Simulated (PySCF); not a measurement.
## Correlation energy of Ga (gallium, neutral)

[Ar] 3d10 4s2 4p1, 2P determinant. All numbers are calculated (PySCF 2.14, the spin-free X2C one-electron Hamiltonian (Gaussian nucleus), in x2c-TZVPPall (6s5p4d1f, 48 functions)). Frozen: [Ne]; 21 electrons correlated.

```json
{"level": "CCSD", "correlation energy (mhartree)": "-316.66"}
{"level": "(T)", "correlation energy (mhartree)": "-9.83"}
{"level": "CCSD(T)", "correlation energy (mhartree)": "-326.49"}
```

Diagnostics: T1 = 0.012, D1 = 0.0391, largest double amplitude 0.083.

Cost of the coupled-cluster step: roughly 17 core-seconds, for 21 correlated electrons.

This basis was not built for core-valence correlation, so the inner-shell part is incomplete.
